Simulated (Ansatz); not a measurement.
```xyz
12

C     0.0201   -0.6182   -0.6857
C    -0.0212   -0.6244    0.6962
C    -0.0072    0.5691   -1.5860
C    -0.0204    0.5497    1.6195
H     0.0199   -1.6834   -1.1783
H    -0.0341   -1.6664    1.1428
H     0.0076    1.4827   -1.0983
H     0.9223    0.5328   -2.2357
H    -0.8749    0.4615   -2.2711
H    -0.0227    1.4691    1.0925
H    -0.8685    0.4990    2.2945
H     0.8544    0.5031    2.2056
```

Basis set: 6-31G (spherical functions). Left uncorrelated: 4 orbitals. Charge 0, multiplicity 1.

Computed with Ansatz (development build ahead of 0.2.0); each method stands on the lowest determinant of its kind that the runs found. Restricted open shells among the atoms or ions are ROHF, correlated in semicanonical orbitals with singles.

The atomization energy at this shape (free ground-state atoms in the same class of orbitals less the molecule, no zero-point energy) of singlet C4H8:

| method | atomization energy |
| --- | --- |
| RHF | 36.40 eV |

(1) What does RHF-MP2 give?

Results:

(1) 43.73 eV.

This basis has no polarisation functions and is too small for such energies, which can lie far from measured ones in either direction.
